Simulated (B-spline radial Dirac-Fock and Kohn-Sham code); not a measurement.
## Two-hole binding energies of Ho²⁴⁺

System: Ho²⁴⁺ in the configuration [Kr] 4d7.

Model: Dirac-Fock (average of configuration) total-energy differences with a finite nucleus, the Breit interaction including its frequency dependence, and self-energy and vacuum-polarisation corrections. Program: a radial finite-basis atomic code. U is the two-hole binding energy less the two single-hole energies, the effective repulsion of the holes after relaxation. Each two-hole energy is an average over J within one jj subconfiguration.

| holes | E(a) (eV) | E(b) (eV) | E(ab) (eV) | U (eV) |
| --- | --- | --- | --- | --- |
| 1s⁻¹ 2p3/2⁻¹ | 56388.7 | 8848.9 | 65570.5 | 332.9 |
| 1s⁻¹ 3p3/2⁻¹ | 56388.7 | 2515.6 | 59029.3 | 125.0 |
| 1s⁻¹ 3d5/2⁻¹ | 56388.7 | 2123.4 | ? | ? |
| 2s⁻² | 10178.9 | 10178.9 | 20584.7 | 226.8 |
| 2p1/2⁻² | 9695.5 | 9695.5 | 19671.4 | 280.4 |
| 2s⁻¹ 2p3/2⁻¹ | 10178.9 | 8848.9 | 19234.8 | 207.0 |
| 2s⁻¹ 3p1/2⁻¹ | 10178.9 | 2697.1 | 12990.2 | 114.2 |
| 2p1/2⁻¹ 3s⁻¹ | 9695.5 | 2906.4 | 12712.7 | 110.8 |
| 2p1/2⁻¹ 3p3/2⁻¹ | 9695.5 | 2515.6 | 12323.7 | 112.7 |
| 2p1/2⁻¹ 3d5/2⁻¹ | 9695.5 | 2123.4 | 11938.2 | 119.3 |
| 2p3/2⁻¹ 3s⁻¹ | 8848.9 | 2906.4 | 11864.8 | 109.5 |
| 2p3/2⁻¹ 3p1/2⁻¹ | 8848.9 | 2697.1 | 11662.5 | 116.6 |
| 2p3/2⁻¹ 3d5/2⁻¹ | 8848.9 | 2123.4 | 11088.1 | 115.9 |
| 3p1/2⁻² | 2697.1 | 2697.1 | 5488.2 | 94.1 |

**Question.** Give the missing two-hole energy and U.

**Answer.** E(ab) = 58630.4 eV and U = 118.3 eV.

Values without a named source are computed, but for edge energies of neutral atoms, which are taken from tables.
